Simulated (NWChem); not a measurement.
# C₂H₂F₂; SMILES F/C=C\F

Computed with NWChem. All runs use the structure optimised with PBE0/def2-SVP. Level: PBE0/def2-SVP with SMD (1 M gas to 1 M solution), gas-phase geometry.

Question: Estimate the computed values for solvent n-hexane. Quantities: solvation free energy (kcal/mol); cavity-dispersion-structure term (kcal/mol); dipole in solution (D).

Answer: 
- solvation free energy (kcal/mol): -1.0
- cavity-dispersion-structure term (kcal/mol): 0.6
- dipole in solution (D): 2.43
